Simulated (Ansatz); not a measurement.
The same molecule with X = O, S, Se. Ansatz, PBE0-D4/def2-TZVP geometries, multiplicity 2.

Scalar relativity is left out up to krypton.

```csv
X,molecule,mean X–H bond length / Å,size of the dipole moment (B3LYP/def2-TZVPP) / D,size of the dipole moment (ωB97M-V/def2-TZVPP) / D,size of the dipole moment (PBE/def2-TZVPP) / D
O,`[OH]`•,0.973,1.71,1.71,1.66
Se,`[SeH]`•,1.471,0.54,0.56,0.55
```

Give the row for X = S, `[SH]`•. (An estimate is asked.)

Ansatz gave: 
| X | molecule | mean X–H bond length / Å | size of the dipole moment (B3LYP/def2-TZVPP) / D | size of the dipole moment (ωB97M-V/def2-TZVPP) / D | size of the dipole moment (PBE/def2-TZVPP) / D |
| --- | --- | --- | --- | --- | --- |
| S | `[SH]`• | 1.346 | 0.84 | 0.83 | 0.84 |

From O to Se the mean X–H bond length rises at each step, by 0.498 Å in all. Bonds lengthen as the atom grows down the group. Dipoles are sizes alone, and their direction can turn along the series.

B3LYP here is the variant with VWN-RPA as its local correlation; programs differ in this.
